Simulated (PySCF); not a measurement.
A structure optimised at PBE-D3(BJ)/def2-SVP, used in a PySCF frequency run:

```xyz
9

B     -0.7599    -0.0959    -0.3356
C      0.3597    -0.5986     0.5598
C      1.2705    -1.0054     1.2842
H      2.0677    -1.3661     1.9214
H     -1.7735    -0.7740    -0.4032
C     -0.6842     1.2445    -1.1431
H     -1.4663     1.9256    -0.7325
H     -0.9933     1.0809    -2.1985
H      0.2885     1.7700    -1.1147
```

Problem. Write its SMILES and formula.

Solution. C#CBC, C3H5B

Problem. What are its rotational constants (standard atomic weights)?

Solution. 36.300, 3.9595, 3.6502 GHz
